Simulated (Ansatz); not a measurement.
The same molecule with X = Al, Ga, In. Ansatz, PBE0-D4/def2-TZVP geometries, multiplicity 1. Each molecule was computed in one conformer, which needn't be the lowest.

Elements past krypton have def2 core potentials. Scalar relativity is left out up to krypton.

```
 X               molecule  mean X–C bond length / Å  mean X–Cl bond length / Å  mean X–O bond length / Å  size of the dipole moment (ωB97M-V/def2-TZVPP) / D  HOMO energy (ωB97M-V/def2-TZVPP) / eV  HOMO energy (B3LYP/def2-TZVPP) / eV
Al  `C[O][Al]([CH3])[Cl]`                     1.930                      2.105                     1.678                                                1.06                                 -10.68                                -8.03
Ga  `C[O][Ga]([CH3])[Cl]`                     1.949                      2.139                     1.776                                                3.39                                 -10.38                                -7.74
```

Q: Give the row for X = In, `C[O][In]([CH3])[Cl]`. (Best estimate.)

A: The calculation gave: 
```json
{"X": "In", "molecule": "`C[O][In]([CH3])[Cl]`", "mean X–C bond length / Å": "2.121", "mean X–Cl bond length / Å": "2.343", "mean X–O bond length / Å": "1.969", "size of the dipole moment (ωB97M-V/def2-TZVPP) / D": "2.55", "HOMO energy (ωB97M-V/def2-TZVPP) / eV": "-9.96", "HOMO energy (B3LYP/def2-TZVPP) / eV": "-7.33"}
```

From Al to In the mean X–C bond length rises at each step, by 0.191 Å in all; the mean X–Cl bond length rises at each step, by 0.238 Å in all; the mean X–O bond length rises at each step, by 0.291 Å in all; the HOMO energy (ωB97M-V/def2-TZVPP) rises at each step, by 0.72 eV in all; the HOMO energy (B3LYP/def2-TZVPP) rises at each step, by 0.70 eV in all. Bonds lengthen as the atom grows down the group. Dipoles are sizes alone, and their direction can turn along the series.

B3LYP here is the variant with VWN-RPA as its local correlation; programs differ in this.
